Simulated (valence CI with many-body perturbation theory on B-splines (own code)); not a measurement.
# Bi XI: key properties

Method: valence CI with perturbative core correlation (CI+MBPT): five valence electrons over a frozen Dirac-Fock core [Xe] 4f14, radial functions for each j: 7 s, 7 p, 8 d, 6 f, 4 g, 1 h, with the one-electron correlation potential Σ1 (screened to all orders), the two-electron term Σ2, the three-electron term Σ3, Breit, model QED; selected single and double excitations, second order for the rest, scaled by the run's own slope (own B-spline code, finite nucleus).

No measured spectrum was set against this ion. As an estimate, terms of the open shell hold to 2 to 4 % of their energy, and close levels can change places. Among the levels kept, up to 880 cm⁻¹ of a level comes from second order outside the variational space, and about a tenth of that is noise between levels of different J, which matters for small intervals. Only levels of the ground parity were solved; by the run's estimate the other parity begins above the list, which can be wrong where configurations are misplaced.

Levels are named by their leading jj configuration (3d3/2^4 stands for four electrons in 3d with j = 3/2), which in mixed levels can hold well under half, so a name can repeat and another be missing.

Rates and lifetimes use the calculated energies. Strong lines usually hold to 10 to 20 %, long lifetimes can be off by a factor of two.

Task: What is the ground level?

Result: (5d3/2^4 5d5/2) J=5/2, composition 50 % 5d5 6S + 28 % 5d5 4P + 9 % 5d5 2D, g = 1.701.

Task: What is the ionisation energy?

Result: 183.95 eV; NIST lists 183 ± 2.4 eV (theoretical).

Task: Name the longest-lived excited levels whose lifetime is computed, and their main decay.

Result: (5d3/2^3 5d5/2^2) J=9/2 at 42237 cm⁻¹ lives 188 ms, mostly by M1 to (5d3/2^3 5d5/2^2) J=7/2; (5d3/2^3 5d5/2^2) J=1/2 at 45847 cm⁻¹ lives 42.0 ms, mostly by M1 to (5d3/2^3 5d5/2^2) J=3/2. The lifetime of (5d3/2^3 5d5/2^2) J=11/2 is too uncertain to give, and may be longer.

Task: How well does LS coupling describe the low levels?

Result: Among the lowest 20 levels the leading LS term, summed over configurations, holds 50 % on average. For single configurations the figures are 50 % in LS and 80 % in jj coupling. Terms mix most in the J = 5/2 level at 21923 cm⁻¹, where the leading one holds 26 %.
